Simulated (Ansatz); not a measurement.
```xyz
4

S    -0.0395    0.0730   -0.0223
O     1.3916    0.0100    0.0423
O    -0.7224    1.2548   -0.0399
O    -0.6903   -1.2856    0.0334
```

Basis set: cc-pVDZ (spherical functions). Left uncorrelated: 8 orbitals. Charge 0, multiplicity 1.

Computed with Ansatz (development build ahead of 0.2.0); each method stands on the lowest determinant of its kind that the runs found. Restricted open shells among the atoms or ions are ROHF, correlated in semicanonical orbitals with singles.

Q: Give the atomization energy at this shape (free ground-state atoms in the same class of orbitals less the molecule, no zero-point energy) of singlet SO₃ by RHF-MP2, RHF.

A:

```tsv
method	atomization energy
RHF-MP2	1089.3 kJ/mol
RHF	315.4 kJ/mol
```

Caution: the shape is not the minimum.
